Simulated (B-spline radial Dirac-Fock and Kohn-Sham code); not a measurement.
# Yb⁵⁰⁺: K-LL lines in intermediate coupling

System: Yb⁵⁰⁺ in the configuration [Ar] 3d2.

The run's input, task.json:

```json
{"items": [{
  "Z": 70,
  "q": 50,
  "cfg": [[1, 0, 2], [2, 0, 2], [2, 1, 6], [3, 0, 2], [3, 1, 6], [3, 2, 2]],
  "A": 174,
  "rrms": 5.3108,
  "do": ["binding", "quiet", "double"]
}]}
```

Command: `python xray_run.py task.json out`

Model: Dirac-Fock ΔSCF + Breit + QED. Program: an atomic code on a B-spline grid. The two-hole levels come from diagonalising the Coulomb interaction among the jj configurations; intensities are independent-particle Coulomb rates. Kinetic energies are from the vacuum level. Correlation and solid-state effects are left out. Open outer shells are spectators and are not coupled to the holes. The rates lack the Breit term, which in heavy atoms raises K-L1L1 and K-L1L2. Labels follow the leading weight; the literature often keeps the label of the LS limit.

| kinetic energy (eV) | J | leading jj holes (weight) | leading LS term (weight) | intensity (%) |
| --- | --- | --- | --- | --- |
| 36917.8 | 0 | L1L1 (1.00) | ¹S0 (1.00) | 10.9 |
| 37408.6 | 1 | L1L2 (1.00) | ³P1 (0.62) | 15.3 |
| 37449.7 | 0 | L1L2 (1.00) | ³P0 (1.00) | 1.9 |
| 37841.8 | 0 | L2L2 (1.00) | ³P0 (0.65) | 2.6 |
| 38438.7 | 1 | L1L3 (1.00) | ¹P1 (0.62) | 12.1 |
| 38514.5 | 2 | L1L3 (1.00) | ³P2 (1.00) | 2.9 |
| 38919.1 | 2 | L2L3 (1.00) | ¹D2 (0.68) | 38.6 |
| 38944.1 | 1 | L2L3 (1.00) | ³P1 (1.00) | 0.1 |
| 39948.7 | 0 | L3L3 (1.00) | ¹S0 (0.65) | 2.1 |
| 39996.4 | 2 | L3L3 (1.00) | ³P2 (0.68) | 13.5 |

The strongest line, by its leading LS label ¹D2, lies at 38919.1 eV. The mean weight of the leading component is 1.00 in jj and 0.79 in LS coupling, so jj labels describe these levels better.

Values without a named source are computed, but for edge energies of neutral atoms, which are taken from tables.
